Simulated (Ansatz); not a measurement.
Start from `[OH][Hf]([F])([Cl])[SeH]` and change one atom or group to get `[OH][Hf]([F])([Cl])[Br]`.

Ansatz, PBE0-D4/def2-TZVP geometries, multiplicity 1. Each molecule was computed in one conformer, which needn't be the lowest.

Elements past krypton have def2 core potentials. Scalar relativity is left out up to krypton. Spin–orbit coupling is left out; it splits and shifts lone-pair levels of the heavy atoms by tenths of an eV.

```tsv
property	`[OH][Hf]([F])([Cl])[SeH]`
HOMO energy (B3LYP/def2-TZVPP) / eV	-7.14
LUMO energy (ωB97M-V/def2-TZVPP) / eV	0.72
HOMO energy (PBE/def2-TZVPP) / eV	-6.25
HOMO energy (PBE0/def2-TZVPP) / eV	-7.39
size of the dipole moment (B3LYP/def2-TZVPP) / D	2.38
LUMO energy (B3LYP/def2-TZVPP) / eV	-1.35
```

What does the change do to each property? (Best estimate.)

Computed: 
```tsv
property	`[OH][Hf]([F])([Cl])[Br]`	shift
HOMO energy (B3LYP/def2-TZVPP) / eV	-8.55	-1.41
LUMO energy (ωB97M-V/def2-TZVPP) / eV	0.75	0.03
HOMO energy (PBE/def2-TZVPP) / eV	-7.52	-1.27
HOMO energy (PBE0/def2-TZVPP) / eV	-8.83	-1.44
size of the dipole moment (B3LYP/def2-TZVPP) / D	2.81	0.43
LUMO energy (B3LYP/def2-TZVPP) / eV	-1.50	-0.15
```

With PBE0 the HOMO falls by 1.44 eV and the LUMO falls by 0.15 eV, so the gap widens by about 1.29 eV. PBE moves the HOMO by -1.27 eV and ωB97M-V by -1.53 eV. Dipoles are sizes alone; their direction can turn.

B3LYP here is the variant with VWN-RPA as its local correlation; programs differ in this.
